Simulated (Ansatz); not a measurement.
The pair A = dimethyl selenide (SMILES C[Se]C) (first 9 atoms), B = H2O (SMILES O); geometry from B3LYP-D3(BJ)/def2-TZVP.
(charge 0, multiplicity 1):
```json
[
 {"atom": "C", "x (Å)": "-0.8942", "y (Å)": "1.6941", "z (Å)": "-0.2074"},
 {"atom": "Se", "x (Å)": "0.5986", "y (Å)": "0.4493", "z (Å)": "0.0682"},
 {"atom": "C", "x (Å)": "-0.4315", "y (Å)": "-1.2035", "z (Å)": "-0.1786"},
 {"atom": "H", "x (Å)": "-1.6610", "y (Å)": "1.5131", "z (Å)": "0.5417"},
 {"atom": "H", "x (Å)": "-0.4939", "y (Å)": "2.6989", "z (Å)": "-0.0909"},
 {"atom": "H", "x (Å)": "-1.2924", "y (Å)": "1.5729", "z (Å)": "-1.2121"},
 {"atom": "H", "x (Å)": "-1.2179", "y (Å)": "-1.2564", "z (Å)": "0.5702"},
 {"atom": "H", "x (Å)": "0.2617", "y (Å)": "-2.0312", "z (Å)": "-0.0455"},
 {"atom": "H", "x (Å)": "-0.8459", "y (Å)": "-1.2310", "z (Å)": "-1.1837"},
 {"atom": "O", "x (Å)": "-1.1866", "y (Å)": "0.1932", "z (Å)": "2.9114"},
 {"atom": "H", "x (Å)": "-0.8796", "y (Å)": "0.2379", "z (Å)": "3.8221"},
 {"atom": "H", "x (Å)": "-0.3931", "y (Å)": "0.3146", "z (Å)": "2.3628"}
]
```

Cores are frozen in the correlated methods. Filled d and f shells under p-block atoms count as core. MP2 and its Hartree–Fock in aug-cc-pVTZ are density fitted.

Codes used: Ansatz (an electronic-structure program) with Gaussian orbitals. 

Total energies (hartree), monomers frozen at their geometry in the pair:

```tsv
structure	MP2/aug-cc-pVDZ	MP2/aug-cc-pVTZ	CCSD(T)/aug-cc-pVDZ
AB	-2555.7492818	-2556.0081314	-2555.8240280
A in the pair's basis	-2479.4803680	-2479.6708765	-2479.5424172
B in the pair's basis	-76.2617107	-76.3291706	-76.2747642
A	-2479.4786973	-2479.6701995	-2479.5406454
B	-76.2607853	-76.3287598	-76.2737883
```

**Question.** Work out the interaction energy without and with the counterpoise correction, and the superposition error, for each level.

**Answer.** 
E(AB) − E(A) − E(B), times 627.509 kcal/mol, with the monomers in their own basis and then in the pair's basis:
- MP2/aug-cc-pVDZ: -6.15 uncorrected, -4.52 corrected; the monomers gain 1.63 kcal/mol from borrowed functions
- MP2/aug-cc-pVTZ: -5.76 uncorrected, -5.07 corrected; the monomers gain 0.68 kcal/mol from borrowed functions
- CCSD(T)/aug-cc-pVDZ: -6.02 uncorrected, -4.30 corrected; the monomers gain 1.72 kcal/mol from borrowed functions
